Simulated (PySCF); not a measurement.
C4H5Br. Atoms are numbered in the order given.

```xyz
10

C      3.4300    -0.2371     0.7513
C      2.2103    -0.6457     0.5110
C      0.9802    -1.0519     0.2803
C     -0.2198    -0.3955     0.8666
Br    -1.3222     0.4782    -0.5341
H      3.9169     0.5040     0.1058
H      4.0058    -0.6232     1.6009
H      0.8112    -1.9134    -0.3803
H     -0.9035    -1.1170     1.3333
H      0.0416     0.3949     1.5804
```

The structure is a stationary point at r2SCAN-D4/def2-SVP. One conformer was computed; it need not be the lowest.

The numbers are results of r2SCAN-D4/def2-SVP (PySCF), not measurements.

Frequencies are harmonic and unscaled.

Computed vibrational spectrum:
| mode | ν (cm⁻¹) | IR (km/mol) | Raman (Å⁴/amu) | depolarisation | moving atoms (share of kinetic energy) |
|---|---|---|---|---|---|
| 1 | 62 | 0.2 | 6.9 | 0.73 | C 65 %, H 19 %, Br 16 % |
| 2 | 193 | 1.6 | 7.2 | 0.69 | C 69 %, H 30 % |
| 3 | 237 | 6.7 | 4.6 | 0.26 | C 53 %, H 25 %, Br 22 % |
| 4 | 346 | 8.8 | 0.6 | 0.74 | C 55 %, H 45 % |
| 5 | 478 | 8.8 | 21.9 | 0.17 | C 62 %, H 28 %, Br 10 % |
| 6 | 569 | 16.1 | 4.5 | 0.68 | C 63 %, H 36 % |
| 7 | 655 | 44.7 | 33.6 | 0.36 | C 65 %, H 32 % |
| 8 | 844 | 58.7 | 0.3 | 0.75 | H 74 %, C 26 % |
| 9 | 854 | 1.1 | 4.2 | 0.75 | H 57 %, C 42 % |
| 10 | 886 | 19.6 | 8.2 | 0.75 | H 85 %, C 15 % |
| 11 | 981 | 0.4 | 0.8 | 0.60 | H 62 %, C 38 % |
| 12 | 1014 | 2.9 | 13.9 | 0.35 | C 62 %, H 38 % |
| 13 | 1130 | 0.4 | 23.9 | 0.30 | H 83 %, C 17 % |
| 14 | 1162 | 10.7 | 64.1 | 0.44 | H 59 %, C 41 % |
| 15 | 1208 | 56.4 | 16.3 | 0.60 | H 86 %, C 13 % |
| 16 | 1341 | 1.7 | 34.9 | 0.37 | H 78 %, C 22 % |
| 17 | 1438 | 5.5 | 7.6 | 0.75 | H 83 %, C 17 % |
| 18 | 1462 | 2.0 | 11.5 | 0.65 | H 54 %, C 46 % |
| 19 | 2060 | 87.1 | 20.6 | 0.41 | C 98 % |
| 20 | 3100 | 7.3 | 135.6 | 0.08 | H 95 % |
| 21 | 3121 | 0.3 | 294.9 | 0.16 | H 95 % |
| 22 | 3140 | 0.4 | 140.4 | 0.24 | H 92 %, C 8 % |
| 23 | 3189 | 0.3 | 57.0 | 0.71 | H 90 %, C 10 % |
| 24 | 3212 | 0.2 | 164.1 | 0.74 | H 89 %, C 11 % |
